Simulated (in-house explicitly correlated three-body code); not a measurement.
Computed with an exponentially correlated three-body code. Model: two electrons around a point charge, non-relativistic, variational in 260 exponentially correlated functions (energies converged to about 1e-7 hartree, or 1e-8 relative for large Z).

The wave function depends on r1, r2 and r12, so the cusp where the electrons meet is built in. Binding is counted against the one-electron ion, and the quantum defect is n less (Z − 1)/√(2 × binding).

Command:
```bash
python run_hyl.py task.json out
```
Settings (lengths in bohr, energies in hartree):
```
Z                      2.1
interaction_strength   1
functions              260
states_tried           13
```

Time taken, with all properties: 30 s on 1 thread of Intel(R) Xeon(R) Platinum 8375C CPU @ 2.90GHz (Ice Lake) (shared host).

**Those bound S and P states to n = 4 that converged, binding against the one-electron ion.**

Given: nuclear charge 2.1.

Computed: one-electron threshold -2.205 hartree.

```csv
term,energy (hartree),binding (eV),quantum defect
1 1S,-3.25138231,28.474,0.23962
2 3S,-2.41243119,5.6445,0.29219
2 1S,-2.37929281,4.7427,0.13689
2 3P,-2.36610916,4.384,0.062162
2 1P,-2.35470469,4.0737,-0.010296
3 3S,?,?,?
3 1S,-2.27852865,2.0008,0.13154
3 3P,-2.27525332,1.9117,0.065431
3 1P,-2.27169014,1.8147,-0.011944
4 3S,-2.24874237,1.1903,0.281
4 1S,-2.24539522,1.0992,0.12998
4 3P,?,?,?
4 1P,-2.2425797,1.0226,-0.012371
```

Problem. What belongs in the row 3 3S?

Solution. energy (hartree): -2.28698719; binding (eV): 2.231; quantum defect: 0.28353.

Problem. What belongs in the row 4 3P?

Solution. energy (hartree): -2.24409944; binding (eV): 1.064; quantum defect: 0.06638.

**Converged states only, values per electron or pair.**

| term | mean r (bohr) | mean r squared (bohr²) | mean inverse r (1/bohr) | mean r12 (bohr) | mean inverse r12 (1/bohr) | mean cosine | mean p1 dot p2 (bohr⁻²) | delta r1 (bohr⁻³) | delta r12 (bohr⁻³) |
| --- | --- | --- | --- | --- | --- | --- | --- | --- | --- |
| 1 1S | 0.8748 | 1.0545 | 1.7883 | 1.3353 | 1.0079 | -0.06135 | 0.17193 | 2.1303 | 0.1306 |
| 2 3S | 2.3779 | 9.8984 | 1.2173 | 4.1357 | 0.288 | -0.015552 | 0.0084156 | 1.5333 | - |
| 2 1S | ? | ? | ? | ? | ? | ? | ? | ? | ? |
| 2 3P | 2.4488 | 10.96 | 1.1962 | 4.2857 | 0.2918 | -0.039455 | -0.081099 | 1.4561 | - |
| 2 1P | 2.6647 | 13.086 | 1.1854 | 4.6804 | 0.26945 | -0.003395 | 0.058971 | 1.4756 | 0.0010618 |
| 3 3S | 5.4081 | 58.353 | 1.1193 | 10.138 | 0.1271 | -0.0042354 | 0.0021711 | 1.489 | - |
| 3 1S | 5.9809 | 72.16 | 1.1141 | 11.278 | 0.12196 | -0.0044196 | 0.0029869 | 1.4866 | 0.0032124 |
| 3 3P | ? | ? | ? | ? | ? | ? | ? | ? | - |
| 3 1P | 6.0916 | 76.041 | 1.1105 | 11.497 | 0.12058 | -0.0007768 | 0.018476 | 1.4745 | 0.00036368 |
| 4 3S | 9.8016 | 201.13 | 1.0877 | 18.908 | 0.070987 | -0.0016952 | 0.00085528 | 1.4799 | - |
| 4 1S | 10.578 | 235.39 | 1.0856 | 20.459 | 0.068742 | -0.0018453 | 0.0012234 | 1.4791 | 0.0013239 |
| 4 3P | 10.447 | 231.56 | 1.0855 | 20.199 | 0.070737 | -0.0045671 | -0.0092983 | 1.4718 | - |
| 4 1P | 10.882 | 251.52 | 1.0841 | 21.065 | 0.068064 | -0.00030171 | 0.0079197 | 1.4742 | 0.00016087 |

Problem. What belongs in the row 2 1S?

Solution. mean r (bohr): 2.7487; mean r squared (bohr²): 13.655; mean inverse r (1/bohr): 1.1978; mean r12 (bohr): 4.8549; mean inverse r12 (1/bohr): 0.2721; mean cosine: -0.01486; mean p1 dot p2 (bohr⁻²): 0.010703; delta r1 (bohr⁻³): 1.52; delta r12 (bohr⁻³): 0.011329.

Problem. What belongs in the row 3 3P?

Solution. mean r (bohr): 5.7659; mean r squared (bohr²): 67.955; mean inverse r (1/bohr): 1.1137; mean r12 (bohr): 10.856; mean inverse r12 (1/bohr): 0.12702; mean cosine: -0.011112; mean p1 dot p2 (bohr⁻²): -0.022713; delta r1 (bohr⁻³): 1.4689.

**Electric-dipole lines between converged S and P states, rate of the upper state's decay.**

```
s state  p state  p minus s (eV)  oscillator strength from s  rate (1/s)
   1 1S     2 1P            24.4                     0.30075  2.5898e+09
   1 1S     3 1P          26.659                    0.078957  8.1163e+08
   1 1S     4 1P          27.451                    0.031979  3.4855e+08
   2 1S     2 1P         0.66908                     0.34948  2.2629e+06
   2 1S     3 1P           2.928                     0.16693    2.07e+07
   2 1S     4 1P          3.7202                    0.052942  1.0598e+07
   3 1S     2 1P         -2.0729                    -0.13631  2.5415e+07
   3 1S     3 1P         0.18609                     0.58339      292200
   3 1S     4 1P         0.97822                     0.16138  2.2336e+06
   4 1S     2 1P         -2.9745                   -0.024694    9.48e+06
   4 1S     3 1P        -0.71552                    -0.28929  6.4267e+06
   4 1S     4 1P        0.076614                     0.80044       67957
   2 3S     2 3P          1.2605                     0.50305  1.1561e+07
   2 3S     3 3P               ?                           ?           ?
   2 3S     4 3P          4.5805                    0.030373  9.2174e+06
   3 3S     2 3P          -2.153                    -0.19189  3.8597e+07
   3 3S     3 3P         0.31929                     0.83267  1.2279e+06
   3 3S     4 3P           1.167                    0.066421  1.3085e+06
   4 3S     2 3P         -3.1937                   -0.030197  1.3365e+07
   4 3S     3 3P               ?                           ?           ?
   4 3S     4 3P         0.12634                      1.1371      262530
```

Problem. What belongs in the row 2 3S 3 3P?

Solution. p minus s (eV): 3.7328; oscillator strength from s: 0.080064; rate (1/s): 1.6136e+07.

Problem. What belongs in the row 4 3S 3 3P?

Solution. p minus s (eV): -0.7214; oscillator strength from s: -0.40316; rate (1/s): 9.1041e+06.

**Functionals on the exact density and self-consistent, errors are functional minus exact, hybrids only self-consistent, a dash where a self-consistent run leaves the top level unbound.**

| result | exchange error (millihartree) | correlation error (millihartree) | functional driven error (millihartree) | density driven error (millihartree) | self consistent total error (millihartree) | top level plus exact binding (eV) |
| --- | --- | --- | --- | --- | --- | --- |
| OLYP | -0.35121 | -2.0615 | -2.4127 | -1.3614 | -3.7742 | 9.4007 |
| AM05 | 115.04 | -57.885 | 57.159 | -1.1729 | 55.986 | 9.8437 |
| SCAN | -5.0921 | 4.0564 | -1.0357 | -0.26009 | -1.2958 | 8.6243 |
| RPBE | -5.8003 | 0.031156 | -5.7692 | -1.0835 | -6.8526 | 9.401 |
| PBE0 | - | - | - | - | 9.381 | 6.8499 |
| wB97X | - | - | - | - | -0.74491 | 4.1994 |
| PBE | 12.927 | 0.031156 | 12.958 | -0.97119 | 11.987 | 9.4702 |
| M06-L | ? | ? | ? | ? | ? | ? |
| PBEsol | 61.378 | -10.701 | 50.677 | -1.0125 | 49.665 | 9.7642 |
| BLYP | 0.35089 | -2.0615 | -1.7106 | -1.3579 | -3.0685 | 9.3004 |
| PW91 | 9.6002 | -4.0693 | 5.5309 | -1.0114 | 4.5195 | 9.354 |
| LDA PW92 | 150.23 | -72.753 | 77.478 | -1.7354 | 75.742 | 9.767 |
| TPSS | -4.7594 | -1.0356 | -5.795 | -0.26098 | -6.056 | 8.8873 |
| LDA VWN5 | 150.23 | -73.181 | 77.05 | -1.7207 | 75.329 | 9.7618 |
| BP86 | ? | ? | ? | ? | ? | ? |
| r2SCAN | -5.0921 | 4.0564 | -1.0357 | -0.26009 | -1.2958 | 8.6243 |
| r2SCAN0 | - | - | - | - | 0.14467 | 6.2479 |
| B3LYP VWN-RPA | - | - | - | - | -11.15 | 7.0843 |
| revTPSS | -4.1621 | -4.0906 | -8.2527 | -0.15595 | -8.4086 | 8.7034 |
| HSE06 | - | - | - | - | 7.9854 | 7.2534 |

Problem. What belongs in the row M06-L?

Solution. exchange error (millihartree): -12.908; correlation error (millihartree): 1.8061; functional driven error (millihartree): -11.102; density driven error (millihartree): -2.2951; self consistent total error (millihartree): -13.397; top level plus exact binding (eV): 8.5655.

Problem. What belongs in the row BP86?

Solution. exchange error (millihartree): 0.35089; correlation error (millihartree): -1.5213; functional driven error (millihartree): -1.1704; density driven error (millihartree): -0.67432; self consistent total error (millihartree): -1.8448; top level plus exact binding (eV): 9.3443.

The density-driven part is never positive, since each functional's own density lowers its energy. Here it is small beside the functional-driven part (median ratio 0.18), the normal case.
